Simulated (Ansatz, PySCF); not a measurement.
Energy difference 2 R1 → P1 + P2, each structure at its B3LYP-D3(BJ)/def2-TZVP stationary point, reached from a drawn start (curvature not checked).
R1, SiH4 (SMILES [SiH4]) (charge 0, multiplicity 1):
```xyz
5

Si     0.000     0.000     0.000
H     -0.169     1.224    -0.816
H     -0.744     0.148     1.271
H      1.437    -0.205     0.290
H     -0.524    -1.167    -0.746
```
P1: Si2H6 (SMILES [SiH3][SiH3]), charge 0, multiplicity 1.
P2: H2 (SMILES [H][H]), charge 0, multiplicity 1.

P less R. No zero-point or thermal terms.

Correlated levels freeze the cores.

Programs: Ansatz (Gaussian orbitals); PySCF for the D3/D4 terms. Each number belongs to the level named beside it.

| level | reaction energy (kcal/mol) |
|---|---|
| SVWN5/def2-TZVPP | 1.89 |
| PBE/def2-TZVPP | 2.18 |
| PBE-D4/def2-TZVPP | 1.10 |
| revPBE/def2-TZVPP | 2.50 |
| PBE0/def2-TZVPP | 3.44 |
| wB97X-V/def2-TZVPP | 4.94 |
| MP2/cc-pV(D+d)Z | ___ |
| MP2/cc-pV(T+d)Z | ___ |
| CCSD(T)/cc-pV(D+d)Z | ___ |

Q: What belongs in the gaps?

A: 
- MP2/cc-pV(D+d)Z, reaction energy (kcal/mol): 7.64
- MP2/cc-pV(T+d)Z, reaction energy (kcal/mol): 5.26
- CCSD(T)/cc-pV(D+d)Z, reaction energy (kcal/mol): 7.99

Ansatz is a program for electronic structure.
